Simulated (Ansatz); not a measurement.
Consider the formal exchange of groups at a Ga–N bond: `B[NH][GaH2]` + CH₃OH → `O[CH2][GaH2]` + `BN`.

Calculated with Ansatz (gas phase, PBE0-D4/def2-TZVP geometries, no zero-point term in ΔE). CCSD(T)/CBS adds triple-zeta CCSD(T) − MP2 to the extrapolated MP2 energy (def2 sets, frozen cores). This one scheme is used for every species. For Ga outer-core shells are correlated without core-valence functions, which leaves a few kJ/mol of doubt a bond. Scalar relativity is left out up to krypton. One conformer a species, not always the lowest.

```tsv
species	CCSD(T)/CBS(def2) energy (Eh)
`B[NH][GaH2]`	-2006.47671
CH₃OH	-115.61712
`O[CH2][GaH2]`	-2040.12994
`BN`	-81.93499
```

(1) Work out ΔE.

Largest T1 diagnostic among the species: 0.013.

## Answers

(1) ΔE = (-2040.12994) + (-81.93499) − (-2006.47671) − (-115.61712) = 0.02890 Eh = +75.9 kJ/mol.

Leaving LDA and LC-ωPBE aside and taking each functional with its dispersion term where it has one, the values, not all of them listed here, spread over 9.8 kJ/mol, from PBE-D4 to BHLYP-D4. From BLYP to BHLYP (50 % exact exchange), in def2-TZVPP and without D4, ΔE moves by +6.6 kJ/mol.
